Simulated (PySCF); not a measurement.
C2H5Cl3Ge, SMILES C[CH2][Ge]([Cl])([Cl])[Cl] (PBE0/def2-SVP optimised geometry):

```
11

C     -0.416     0.800     1.204
C     -0.875    -0.010     0.000
Ge    -0.178    -1.818     0.000
Cl    -0.815    -2.887     1.753
Cl    -0.833    -2.925    -1.718
Cl     1.971    -1.818     0.000
H      0.680     0.888     1.235
H     -0.833     1.818     1.166
H     -0.743     0.339     2.148
H     -0.551     0.439    -0.953
H     -1.971    -0.109    -0.041
```

Method: PBE0/def2-TZVP in PySCF.

What are the frontier orbital energies and the dipole moment?

HOMO-2 -9.33 eV, HOMO-1 -9.12 eV, HOMO -8.91 eV, LUMO -1.17 eV, LUMO+1 0.39 eV; dipole moment 2.98 D.

Meta-Löwdin charges at PBE0/def2-TZVP: C1 -0.34, C2 -0.40, Ge3 0.94, Cl4 -0.29, Cl5 -0.28, Cl6 -0.29, H7 0.12, H8 0.13, H9 0.12, H10 0.14, H11 0.14.
